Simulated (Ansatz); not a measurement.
C2H6AlNO, SMILES `[CH3][AlH][C](=N)O` at its PBE0-D4/def2-TZVP geometry, where that method's forces vanish. The species carries charge 0 and has multiplicity 1.

```xyz
11

C     1.3691    0.8276    1.0616
Al    0.7774    0.1508   -0.6658
C    -1.0659   -0.6064   -0.6693
N    -1.8373   -0.6647    0.3401
O    -1.5215   -1.0922   -1.8442
H     1.3442    0.0424    1.8251
H     0.7124    1.6286    1.4186
H     2.3861    1.2247    1.0286
H     1.6556    0.1817   -1.9836
H    -1.3982   -0.2733    1.1685
H    -2.4219   -1.4191   -1.6796
```

(1) What forces (eV/Å) does PBE-D4/def2-TZVPP give on these atoms in Ansatz? (An estimate is asked.)

Results:

(1) Ansatz gave: 
```
C1  -0.004 -0.020 -0.074
Al2  0.003 -0.015 -0.062
C3   0.548  0.178 -0.191
N4  -0.644 -0.144  0.466
O5   0.321 -0.041 -0.667
H6  -0.008 -0.141  0.148
H7  -0.122  0.146  0.074
H8   0.192  0.077  0.001
H9   0.086  0.010 -0.103
H10  0.122  0.130  0.318
H11 -0.494 -0.178  0.092
```
